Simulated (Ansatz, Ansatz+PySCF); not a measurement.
```
atom    x (Å)    y (Å)   z (Å)
   C   1.2164   0.0000  0.0000
   C   0.3759   1.1569  0.0000
   C  -0.9841   0.7150  0.0000
   C  -0.9841  -0.7150  0.0000
   C   0.3759  -1.1569  0.0000
   O   2.4664   0.0000  0.0000
   H   0.7112   2.1888  0.0000
   H  -1.8619   1.3527  0.0000
   H  -1.8619  -1.3527  0.0000
   H   0.7112  -2.1888  0.0000
```

Basis set: def2-SVP (spherical functions). Charge 0, multiplicity 3.

Computed with Ansatz (development build ahead of 0.2.0); each method stands on the lowest determinant of its kind that the runs found. Restricted functionals stand beside restricted open-shell atoms, which can lie above the unrestricted atoms usual in DFT and then raise those values.

(1) Give the atomization energy at this shape (free ground-state atoms in the same class of orbitals less the molecule, no zero-point energy) of triplet C5H4O by ωB97X (unrestricted), PBE0 (unrestricted), PBE0 (restricted open-shell), UHF, ROHF.

## Answers

(1)

```
                      method  atomization energy
        ωB97X (unrestricted)            48.66 eV
         PBE0 (unrestricted)            49.58 eV
PBE0 (restricted open-shell)            49.75 eV
                         UHF            35.65 eV
                        ROHF            35.72 eV
```

Caution: another spin multiplicity may lie lower. Caution for UHF: the unrestricted determinant is spin contaminated. Caution for ROHF: an unrestricted determinant lies well below.

The shape needn't be a minimum at these levels.
